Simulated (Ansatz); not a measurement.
Job for Ansatz (a quantum-chemistry and plane-wave program): R-BLYP/def2-TZVPP on CH5AlS (SMILES C[S][AlH2]), a point of a torsion scan.

Ansatz 0.2 input:
```yaml
crystal:
  periodic: [false, false, false]
  atoms:
    - {symbol: C, position_ang: [1.38217799, 0.19855100, 0.12028459]}
    - {symbol: S, position_ang: [0.18964430, -1.09106183, 0.69696288]}
    - {symbol: Al, position_ang: [-1.61238973, -0.22127775, -0.18814900]}
    - {symbol: H, position_ang: [1.05658668, 0.62840435, -0.82625339]}
    - {symbol: H, position_ang: [2.33667411, -0.30020448, -0.01175514]}
    - {symbol: H, position_ang: [1.46992010, 0.96924612, 0.87941903]}
    - {symbol: H, position_ang: [-1.64773654, -0.03287525, -1.71678367]}
    - {symbol: H, position_ang: [-2.82779868, 0.22155630, 0.64269251]}
basis:
  gaussian:
    orbitals: def2-TZVPP
hamiltonian:
  xc: {name: BLYP}
scf: {lower_state_search: off}
```

The log:

```
WARN ansatz: RAYON_NUM_THREADS=1 ignored (pool sized by the plan → 1); use --threads N
Functional definition: BLYP
these checks for a lower state are left out or cut short: stability, starts, cluster_reference, orbital_swaps, neighbouring_geometries, increment
integrals: 0.09 GiB planned
1028 factors; their error is unknown
mean field: 0.66 GiB planned
mean field evaluation 1: about -18543.0380 eV, gradient 5.9e1 eV
mean field evaluation 2: about -18527.7360 eV, gradient 8.9e1 eV
mean field evaluation 4: about -18551.3663 eV, gradient 5.2e0 eV
mean field evaluation 8: about -18551.4324 eV, gradient 1.6e-1 eV
mean field evaluation 16: about -18551.4157 eV, gradient 2.5e-4 eV
mean field -18551.41571921 eV, -681.7519530797 hartree, gradient 4.1e-6 eV, S^2 0.000000; 0 other end points of the search recorded, 0 dependent functions left out
reference -18551.41608251 eV, -681.7519664306 hartree; 20, 20 occupied and 165, 165 virtual orbitals, 1028 factors
Total energy: -18551.41608251 eV, -681.7519664306 hartree
Checks for a lower state left out: stability, starts, cluster_reference, orbital_swaps, neighbouring_geometries, increment
```

The calculation finished and met its thresholds.

Cost: very roughly 1.7 core-seconds.
